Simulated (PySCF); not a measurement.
Vertical excitations of a molecule C5H6F2 from TDDFT-PBE/def2-SVPD run with PySCF, as energy in eV (oscillator strength): 6.52 (0.057), 6.65 (0.005), 7.00 (0.051), 7.07 (0.032), 7.12 (0.037), 7.19 (0.003), 7.53 (0.032), 7.67 (0.017), 7.83 (0.005), 7.93 (0.012). Lowest triplet (TDA): 4.34 eV. Coordinates come from a PBE0-D3(BJ)/def2-SVP optimisation. The values are those of a single conformer.

### Question
Which molecule gave these data?
(A) FC(F)[C@H]1C=CC1
(B) C=CC/C(F)=C/F
(C) C=C=C(C)C(F)F
(D) F/C=C1\CC[C@H]1F

### Answer
A, FC(F)[C@H]1C=CC1
